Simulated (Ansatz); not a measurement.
Relaxation of AlH7O2SSi (12 atoms, charge 0, multiplicity 1), to a largest force component of 0.03 eV/Å in at most 50 steps.

Computed with RKS BLYP/cc-pVDZ in Ansatz.

```xyz
12
Properties=species:S:1:pos:R:3
Al 0.359 -1.318 0.662
S 1.885 -1.471 -0.980
O 0.776 -0.980 2.321
O -1.312 -1.589 0.248
H 0.399 0.732 -0.679
Si -0.472 1.897 -0.776
H 0.907 -1.773 -1.892
H 1.708 -0.858 2.582
H -1.975 -1.541 0.964
H -1.505 1.655 -1.839
H -1.153 2.169 0.536
H 0.382 3.077 -1.149
```

**Question.** Where does it end, and by what steps?

**Answer.** The run converged. The force dipped under the threshold on the way, but the program's further checks kept it going. After 30 steps the energy has fallen by 0.187 eV; H12 moved furthest, 1.40 Å.

```json
{"step": "0", "energy less start (eV)": "0.0000", "largest force component (eV/Å)": "0.871", "accepted": "yes"}
{"step": "2", "energy less start (eV)": "-0.1084", "largest force component (eV/Å)": "0.306", "accepted": "yes"}
{"step": "4", "energy less start (eV)": "-0.1531", "largest force component (eV/Å)": "0.095", "accepted": "yes"}
{"step": "6", "energy less start (eV)": "-0.1653", "largest force component (eV/Å)": "0.702", "accepted": "yes"}
{"step": "8", "energy less start (eV)": "-0.1760", "largest force component (eV/Å)": "0.138", "accepted": "yes"}
{"step": "10", "energy less start (eV)": "-0.1790", "largest force component (eV/Å)": "0.086", "accepted": "yes"}
{"step": "12", "energy less start (eV)": "-0.1814", "largest force component (eV/Å)": "0.069", "accepted": "yes"}
{"step": "14", "energy less start (eV)": "-0.1821", "largest force component (eV/Å)": "0.033", "accepted": "yes"}
{"step": "16", "energy less start (eV)": "-0.1830", "largest force component (eV/Å)": "0.040", "accepted": "yes"}
{"step": "18", "energy less start (eV)": "-0.1841", "largest force component (eV/Å)": "0.085", "accepted": "yes"}
{"step": "20", "energy less start (eV)": "-0.1848", "largest force component (eV/Å)": "0.051", "accepted": "yes"}
{"step": "22", "energy less start (eV)": "-0.1856", "largest force component (eV/Å)": "0.070", "accepted": "yes"}
{"step": "24", "energy less start (eV)": "-0.1861", "largest force component (eV/Å)": "0.043", "accepted": "yes"}
{"step": "26", "energy less start (eV)": "-0.1866", "largest force component (eV/Å)": "0.049", "accepted": "yes"}
{"step": "28", "energy less start (eV)": "-0.1869", "largest force component (eV/Å)": "0.032", "accepted": "yes"}
{"step": "30", "energy less start (eV)": "-0.1870", "largest force component (eV/Å)": "0.017", "accepted": "yes"}
```

```xyz
12
Properties=species:S:1:pos:R:3
Al 0.611 -1.639 0.769
S 1.919 -2.612 -0.736
O 0.982 -1.587 2.469
O -0.862 -0.892 0.201
H 0.618 1.879 -0.710
Si -0.811 2.291 -0.928
H 1.055 -2.297 -1.753
H 1.808 -1.977 2.810
H -1.460 -0.508 0.871
H -1.437 1.456 -2.006
H -1.583 2.147 0.355
H -0.841 3.739 -1.341
```

Whether the end is a true minimum wasn't checked by a vibrational analysis.

The run took 89 s on 2 threads of Arm Neoverse V2, on a shared host, peak memory 0.18 GiB.
